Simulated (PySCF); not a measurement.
System: C3H7O2 (charge +1, singlet). It need not be the lowest isomer of its formula. SMILES: CCC(O)=[OH+]
Geometry from a B3LYP-D3(BJ)/def2-TZVP (Ansatz) optimisation:
```
C
H 1 1.0960
H 1 1.0963 2 104.73
C 1 1.4798 2 106.05 3 -111.78
O 4 1.2777 1 118.61 2 54.63
H 5 0.9783 4 113.86 1 179.89
O 4 1.2827 5 117.12 6 -0.05
H 7 0.9764 4 113.01 5 -179.96
C 1 1.5245 2 112.31 3 122.05
H 9 1.0881 1 109.22 2 -58.73
H 9 1.0923 10 106.70 1 -121.30
H 9 1.0925 10 106.63 11 -117.40
```
Charge +1, spin multiplicity 1.

Dispersion corrections to the total energy (kcal/mol) from the dftd3 and dftd4 libraries through PySCF: D3(BJ) without and D4 with the three-body term, each with the damping fitted for the functional named.

```csv
functional,D3(BJ),D4
PBE,-4.92,?
TPSS,-6.03,-5.22
BP86,-7.14,?
B2PLYP,-3.60,-2.68
TPSSh,-5.46,-4.74
r2SCAN,-1.34,?
CAM-B3LYP,-3.47,-3.16
```

Some entries are withheld; supply them.


- PBE, D4: -3.85
- BP86, D4: -4.93
- r2SCAN, D4: -0.97
